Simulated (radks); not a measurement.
Question: The mean radii <r> (bohr) of the occupied orbitals of an atom or ion are listed with their occupations. Calculated with a radial shooting solver on a logarithmic mesh with Libxc functionals: Dirac Kohn-Sham, PBE, spin-unpolarised, spherical densities, finite nucleus; Fermi nuclear charge, rms radius of each element as measured or else 0.836 A^(1/3) + 0.57 fm.

orbital     occ.      <r>
1s1/2          2  0.02363
2s1/2          2   0.1005
2p1/2          2  0.08422
2p3/2          4  0.09063
3s1/2          2   0.2659
3p1/2          2   0.2556
3p3/2          4   0.2681
3d3/2          4   0.2394
3d5/2          6   0.2433
4s1/2          2   0.6072
4p1/2          2   0.6236
4p3/2          4   0.6518
4d3/2          4   0.7010
4d5/2          6   0.7111
5s1/2          2    1.476
5p1/2          2    1.674
5p3/2          4    1.768
6s1/2          1    4.607
5d3/2        0.4    3.580
5d5/2        0.6    3.735
4f5/2    1.71429    1.141
4f7/2    2.28571    1.178

Name the element and its charge. Open shells, if any, are shared by 2j + 1.

Answer: Z = 60, neodymium, charge 0: Nd in [Xe] 4f4 5d1 6s1. The 1s radius gives Z: for a bare nucleus <r> = (2 gamma + 1)/(2Z) with gamma = sqrt(1 - (Z/c)^2), 0.02332 bohr for Z = 60, and screening makes it slightly larger (0.02363 here). The occupations add up to 60, and the charge is Z minus that.
